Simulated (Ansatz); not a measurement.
`[SiH3][SiH2][SeH]` + H₂Se → `[SiH3][SeH]` + `[SiH3][SeH]`  (cleavage of the Si–Si bond)

Isolated molecules relaxed with PBE0-D4/def2-TZVP in Ansatz; ΔE leaves out vibrations. CCSD(T)/CBS adds triple-zeta CCSD(T) − MP2 to the extrapolated MP2 energy (def2 sets, frozen cores). Functionals use def2-TZVPP. HSE06 is defined as in plane-wave codes. For Se outer-core shells are correlated without core-valence functions, which leaves a few kJ/mol of doubt a bond. Scalar relativity is left out up to krypton. One conformer a species, not always the lowest.

| level | ΔE (kJ/mol) | difference from CCSD(T)/CBS |
| --- | --- | --- |
| BLYP-D4 | -47.0 | 8.2 |
| r2SCANh-D4 | -51.8 | 3.4 |
| BHLYP-D4 | -55.7 | -0.5 |
| PBE | -44.6 | 10.6 |
| BLYP | -51.4 | 3.8 |
| r2SCAN | -51.5 | 3.7 |
| PBE0 | -49.2 | 6.0 |
| HSE06 | -49.2 | 6.0 |
| RPA@PBE/def2-TZVPP | -51.6 | 3.6 |
| HF/def2-SVP | -62.5 | -7.3 |
| CCSD(T)/def2-SVP | -47.6 | 7.6 |
| CCSD/def2-TZVPP | -53.8 | 1.4 |
| CCSD(T)/def2-TZVPP | -52.2 | 3.0 |
| SCS-MP2/def2-QZVPP | -62.5 | -7.3 |
| HF/CBS(def2) | -67.4 | -12.2 |
| MP2/CBS(def2) | -63.7 | -8.5 |
| CCSD(T)/CBS | -55.2 | 0 |

Q: What do rigid-rotor, harmonic-oscillator terms from PBE0-D4/def2-TZVP frequencies (298.15 K, 1 bar) make of the CCSD(T)/CBS value? (An estimate is asked.)

A: Ansatz gave: ΔZPE = +4.9 kJ/mol, ΔH = -52.9 kJ/mol, ΔS = 5 J/(mol·K), ΔG = -54.4 kJ/mol.

Largest T1 diagnostic among the species: 0.011.

The D4 term adds +3.9 kJ/mol with B3LYP and +2.5 kJ/mol with PBE0; it sums over pairs of atoms, weighted by their polarisabilities, and B3LYP, whose exchange is more repulsive, gets the larger term. In def2-TZVPP, CCSD(T) changes the Hartree–Fock value by +14.8 kJ/mol (the triples alone add +1.6 kJ/mol) and MP2 by +6.3 kJ/mol. At CCSD(T), def2-SVP lies +7.6 kJ/mol from the extrapolated value and def2-TZVPP +3.0 kJ/mol.

B3LYP here is the variant with VWN-RPA as its local correlation; programs differ in this.
